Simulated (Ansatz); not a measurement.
```yaml
atoms:
  - { symbol: Cr, position_ang: [0.0000, 0.0000, 0.0000] }
  - { symbol: F, position_ang: [0.0000, 0.0000, 1.7800] }
  - { symbol: F, position_ang: [0.0000, 0.0000, -1.7800] }
```

Basis set: pcseg-2 (spherical functions). Charge 0, multiplicity 5.

Computed with Ansatz (development build ahead of 0.2.0); each method stands on the lowest determinant of its kind that the runs found. Restricted functionals stand beside restricted open-shell atoms, which can lie above the unrestricted atoms usual in DFT and then raise those values.

The atomization energy at this shape (free ground-state atoms in the same class of orbitals less the molecule, no zero-point energy) of quintet CrF₂:

```csv
method,atomization energy
PBE (restricted open-shell),239.72 kcal/mol
ROHF,164.24 kcal/mol
```

(1) What does UHF give?

## Answers

(1) 161.20 kcal/mol. Caution: other spin multiplicities were not run. Caution for PBE (restricted open-shell): no unrestricted run beside it, a lower state can exist.

The shape needn't be a minimum at these levels.
